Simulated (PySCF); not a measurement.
HCu, charge -1, doublet, geometry from GFN2-xTB (such geometries of metal compounds can be far from the true shape) (the multiplicity is a formal guess) (in this run its highest filled SCF level lies above zero, so its values depend strongly on the basis, on diffuse functions most of all). Base run: PySCF with B3LYP/aug-cc-pVDZ.

Input for PySCF:
```python
from pyscf import gto, scf, dft

mol = gto.M(
    atom='''
Cu   -0.000000   -0.000000   -0.052141
H     0.000000    0.000000    1.512090
''',
    basis='aug-cc-pvdz',
    charge=-1,
    spin=1,
    verbose=4,
)

mf = dft.UKS(mol)
mf.xc = 'b3lyp'
mf.kernel()
```

Each row names what was changed in the base input (with any setting that the change needs).

```json
[
 {"change": "base", "ΔE vs base (mEh)": "0.000", "fitting functions": "-", "outcome": "converged"},
 {"change": "auxbasis = cc-pvtz-ri", "ΔE vs base (mEh)": "-", "fitting functions": "-", "outcome": "input refused"},
 {"change": "auxbasis = default (with mf = mf.density_fit())", "ΔE vs base (mEh)": "-", "fitting functions": "-", "outcome": "input refused"},
 {"change": "auxbasis = cc-pvtz-jkfit", "ΔE vs base (mEh)": "-", "fitting functions": "-", "outcome": "input refused"},
 {"change": "auxbasis = def2-tzvp-ri", "ΔE vs base (mEh)": "-8345.4", "fitting functions": "197", "outcome": "converged"},
 {"change": "auxbasis = even-tempered beta=3.0", "ΔE vs base (mEh)": "-23.546", "fitting functions": "370", "outcome": "converged"},
 {"change": "auxbasis = def2-svp-ri", "ΔE vs base (mEh)": "-9686.0", "fitting functions": "157", "outcome": "converged"},
 {"change": "exchange = seminumerical (SGX) (with mf = sgx.sgx_fit(mf, auxbasis='def2-universal-jfit'); with mf.with_df.dfj = True)", "ΔE vs base (mEh)": "-2.811", "fitting functions": "102", "outcome": "converged"},
 {"change": "auxbasis = cc-pvdz-jkfit", "ΔE vs base (mEh)": "-", "fitting functions": "-", "outcome": "input refused"},
 {"change": "auxbasis = even-tempered beta=2.0", "ΔE vs base (mEh)": "-0.003", "fitting functions": "567", "outcome": "converged"}
]
```

A fitting set is made for a task (jfit for Coulomb, jkfit for Coulomb and exchange, ri for correlation) and for a family of orbital bases.

Open shells are given as the SCF converged; they aren't shown to be the lowest states, and a large step between rows can be another state.

- auxbasis = cc-pvtz-ri: ended with `pyscf.lib.exceptions.BasisNotFoundError: Basis set not found for Cu in cc-pvtz-ri`
- auxbasis = default (with mf = mf.density_fit()): ended with `pyscf.lib.exceptions.BasisNotFoundError: Basis set not found for Cu in aug-cc-pvdz-jkfit`
- auxbasis = cc-pvtz-jkfit: ended with `pyscf.lib.exceptions.BasisNotFoundError: Basis set not found for Cu in cc-pvtz-jkfit`
